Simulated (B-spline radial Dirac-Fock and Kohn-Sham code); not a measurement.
# Two-hole binding energies of Ge⁷⁺

System: germanium as Ge⁷⁺, [Ar] 3d7.

Input of the calculation (task.json; shells as n, l, electrons):

```json
{"items": [{
  "Z": 32,
  "q": 7,
  "cfg": [[1, 0, 2], [2, 0, 2], [2, 1, 6], [3, 0, 2], [3, 1, 6], [3, 2, 7]],
  "A": 74,
  "rrms": 4.0742,
  "do": ["binding", "quiet", "double"]
}]}
```

Launch: `python xray_run.py task.json out`

Level of theory: ΔSCF Dirac-Fock with Breit, self-energy and vacuum polarisation, finite nucleus, configuration average; a radial atomic solver. U is the two-hole binding energy less the two single-hole energies, the effective repulsion of the holes after relaxation. Each two-hole energy is an average over J within one jj subconfiguration.

```tsv
holes	E(a) (eV)	E(b) (eV)	E(ab) (eV)	U (eV)
1s⁻²	11268.6	11268.6	23014.5	477.3
1s⁻¹ 2p1/2⁻¹	11268.6	1415.3	12818.4	134.5
1s⁻¹ 2p3/2⁻¹	11268.6	1384.0	12783.0	130.3
1s⁻¹ 3p1/2⁻¹	11268.6	276.3	11589.8	45.0
1s⁻¹ 3p3/2⁻¹	11268.6	271.6	11584.4	44.2
2s⁻²	1584.0	1584.0	3252.7	84.8
2s⁻¹ 2p3/2⁻¹	1584.0	1384.0	3045.8	77.8
2p1/2⁻²	1415.3	1415.3	?	?
2p3/2⁻²	1384.0	1384.0	2862.3	94.2
2s⁻¹ 3p3/2⁻¹	1584.0	271.6	1895.3	39.8
2p1/2⁻¹ 3p3/2⁻¹	1415.3	271.6	1727.6	40.8
3p1/2⁻²	276.3	276.3	587.4	34.9
3p1/2⁻¹ 3p3/2⁻¹	276.3	271.6	580.5	32.7
3p3/2⁻²	271.6	271.6	576.3	33.2
```

Task: Give the missing two-hole energy and U.

Result: E(ab) = 2931.2 eV and U = 100.7 eV.

Run: 28 s of CPU time on 1 thread of Neoverse-N1 (shared host), peak memory 0.37 GiB.
